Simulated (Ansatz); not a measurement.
C2H5O (SMILES [CH2]OC) moved off its minimum; all values from Ansatz (a quantum-chemistry and plane-wave program), cores frozen in correlated methods. Open shells are unrestricted.
(charge 0, multiplicity 2)
```xyz
8

C      1.1825    -0.1230    -0.0383
O     -0.0809     0.0845     0.4041
C     -1.0807     0.0925    -0.3811
H      1.4078     0.0808    -1.1301
H      2.0079    -0.1930     0.7022
H     -1.0376     0.8027    -1.0846
H     -1.2363    -0.9062    -0.8761
H     -2.0158     0.3149     0.2143
```

Give the forces (eV/Å), the total energy and the dipole at CCSD(T)/cc-pVTZ.


```json
[
 {"atom": "C1", "Fx": "0.865", "Fy": "0.029", "Fz": "-1.483"},
 {"atom": "O2", "Fx": "5.876", "Fy": "0.040", "Fz": "5.407"},
 {"atom": "C3", "Fx": "-6.222", "Fy": "-3.162", "Fz": "-1.282"},
 {"atom": "H4", "Fx": "-0.365", "Fy": "-0.228", "Fz": "1.402"},
 {"atom": "H5", "Fx": "-1.126", "Fy": "0.204", "Fz": "-0.496"},
 {"atom": "H6", "Fx": "0.229", "Fy": "2.843", "Fz": "-3.159"},
 {"atom": "H7", "Fx": "-0.085", "Fy": "0.626", "Fz": "0.129"},
 {"atom": "H8", "Fx": "0.828", "Fy": "-0.353", "Fz": "-0.519"}
]
```
Energy -154.0840 hartree, dipole 0.82 D.
